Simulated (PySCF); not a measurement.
GeH7NSi2, SMILES [NH]1[SiH2][SiH2][GeH2]1. Atoms are numbered in the order given.

```xyz
11

N     -1.3814     0.1770     0.0000
Si    -0.6027     1.7399     0.0000
Si     1.4852     0.6454     0.0000
Ge    -0.0875    -1.1635     0.0000
H     -2.3824     0.0077     0.0000
H     -0.8968     2.5884     1.2015
H     -0.8968     2.5884    -1.2015
H      2.3349     0.7697    -1.2223
H      2.3349     0.7697     1.2223
H     -0.1895    -2.0629    -1.2529
H     -0.1895    -2.0629     1.2529
```
Charge 0, spin multiplicity 1.

Geometry: PBE0-D3(BJ)/def2-SVP. The structure was generated by enumeration, and PubChem lists no compound with its InChIKey, so it may never have been made.

These are TDDFT-PBE/def2-SVPD (PySCF 2.14.0) values and carry that method's errors.

Vertical excitations. The molecule is in vacuum. State labels are in the subgroup Cs.

| state | symmetry | energy (eV) | λ (nm) | f | main pairs |
|---|---|---|---|---|---|
| S1 | A" | 4.55 | 272 | 0.001 | HOMO→LUMO 99 % |
| S2 | A" | 5.00 | 248 | 0.002 | HOMO→LUMO+1 99 % |
| S3 | A' | 5.18 | 239 | 0.088 | HOMO−1→LUMO 96 % |
| S4 | A' | 5.28 | 235 | 0.004 | HOMO→LUMO+2 98 % |
| S5 | A" | 5.62 | 220 | 0.006 | HOMO→LUMO+3 99 % |
| S6 | A" | 5.69 | 218 | 0.000 | HOMO−1→LUMO+2 98 % |
| S7 | A' | 5.87 | 211 | 0.114 | HOMO−1→LUMO+1 85 % |
| S8 | A' | 6.19 | 200 | 0.016 | HOMO−1→LUMO+3 83 % |
| S9 | A" | 6.22 | 199 | 0.022 | HOMO→LUMO+4 96 % |
| S10 | A' | 6.25 | 198 | 0.024 | HOMO−2→LUMO 85 % |
| T1 | A" | 4.34 | 285 | 0 | HOMO→LUMO 100 % |
| T2 | A' | 4.66 | 266 | 0 | HOMO−1→LUMO 98 % |
| T3 | A' | 4.81 | 258 | 0 | HOMO→LUMO+2 99 % |
| T4 | A" | 4.90 | 253 | 0 | HOMO→LUMO+1 98 % |
Triplets are in the Tamm–Dancoff approximation, which puts them higher than full response would, so one can lie above its singlet here.
